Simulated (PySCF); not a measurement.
PySCF input for C4H11NSi, SMILES C1(NC)([SiH3])CC1, PBE0/pcSseg-1. Geometry optimised at B3LYP-D3(BJ)/def2-SVP. This is a generated structure with no PubChem entry under its InChIKey; it may be hypothetical. The values are those of a single conformer.

```python
import numpy as np
from pyscf import gto, scf, dft
from pyscf.prop.nmr import rks as nmr

mol = gto.M(
    atom='''
    C     2.18290085   -0.56734615   -0.05731898
    N     0.95449704   -0.77725383    0.68887834
    C    -0.24480261   -0.21947780    0.10184878
    Si   -0.39498694    1.65813085   -0.07359902
    C    -0.89934690   -1.10092510   -0.94838792
    C    -1.51268186   -0.99656594    0.41427481
    H     2.46732290    0.49576467   -0.20887229
    H     3.01756525   -1.06876205    0.45714714
    H     2.08799361   -1.02188036   -1.05680134
    H     1.05630842   -0.46195451    1.65237714
    H     0.62344982    2.22723334   -1.00553769
    H    -1.75155663    2.00861966   -0.59090956
    H    -0.20232687    2.30290275    1.26196940
    H    -0.36373786   -2.02285515   -1.18907056
    H    -1.40692284   -0.62945405   -1.79499193
    H    -1.38235721   -1.84556655    1.09002928
    H    -2.45381763   -0.45121271    0.53039817
    ''',
    basis='pcSseg-1',
    charge=0,
    spin=0,
    max_memory=1600,
    verbose=3,
)
mf = dft.RKS(mol, xc='pbe0').density_fit(auxbasis='def2-universal-jkfit')
mf.grids.level = 3
mf.conv_tol = 1e-10
mf.max_cycle = 100
mf.kernel()
n = nmr.NMR(mf)
n.verbose = 2
n.max_cycle_cphf = 60
sigma = n.kernel()
print('atom   isotropic/ppm   span/ppm')
for i, s in enumerate(sigma):
    w = np.linalg.eigvalsh((s + s.T) / 2)
    print(f'{mol.atom_symbol(i):2s}{i + 1:3d} {w.mean():14.3f} {w[2] - w[0]:11.3f}')
```

Program output:

```
converged SCF energy = -502.822111797292
atom   isotropic/ppm   span/ppm
C   1        148.423      55.740
N   2        207.985      85.635
C   3        160.539      99.645
Si  4        417.495      95.669
C   5        170.832      71.052
C   6        166.924      70.788
H   7         28.665      11.355
H   8         28.821      11.960
H   9         29.026      10.210
H  10         30.966      19.278
H  11         26.822       8.941
H  12         28.029       9.582
H  13         27.340       8.821
H  14         30.664      12.982
H  15         30.896      15.158
H  16         30.623      13.982
H  17         30.697      15.210
```

The run converged.

Cost: roughly 50 core-seconds.
